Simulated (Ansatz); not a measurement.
Conformers of FH₅O₂Si₂ (`O[SiH](O)[SiH2]F`), each relaxed with PBE0-D4/def2-TZVP in Ansatz. CBS adds the triple-zeta coupled-cluster correction to the MP2 limit.

Not all of them had a frequency check.

Conformer A:

```xyz
10

O     0.256    1.744   -0.847
Si    0.742    0.274   -0.290
O     1.493    0.340    1.172
Si   -1.139   -1.099    0.051
F    -2.329   -0.128    0.547
H    -0.486    2.160   -0.402
H     1.675   -0.211   -1.339
H     2.325    0.812    1.233
H    -1.591   -1.745   -1.210
H    -0.946   -2.147    1.086
```

Conformer B:

Cartesian coordinates in Å:
```
O -0.332 0.145 1.881
Si 0.517 -0.093 0.498
O 1.511 1.190 0.213
Si -1.157 -0.268 -1.138
F -0.451 -0.538 -2.560
H 0.149 0.298 2.697
H 1.379 -1.311 0.586
H 2.414 1.000 -0.045
H -2.079 -1.405 -0.877
H -1.951 0.982 -1.256
```

Q: Which is lowest in electronic energy at CCSD(T)/CBS (frozen core, def2 sets), and by how much? (Best estimate.)

A: The calculation gave: A; B lies 3.1 kJ/mol higher.

Q: Give the energies relative to A (kJ/mol) with PBE-D4/def2-TZVPP, r2SCAN-D4/def2-TZVPP, B3LYP-D4/def2-TZVPP, PBE0/def2-TZVPP, B3LYP/def2-TZVPP, SCS-MP2/def2-QZVPP, MP2/CBS(def2). (Estimate.)

A: Ansatz gave: 
```tsv
level	B
PBE-D4/def2-TZVPP	4.6
r2SCAN-D4/def2-TZVPP	3.8
B3LYP-D4/def2-TZVPP	3.7
PBE0/def2-TZVPP	3.5
B3LYP/def2-TZVPP	3.2
SCS-MP2/def2-QZVPP	3.1
MP2/CBS(def2)	3.2
```

B3LYP here is the variant with VWN-RPA as its local correlation; programs differ in this.
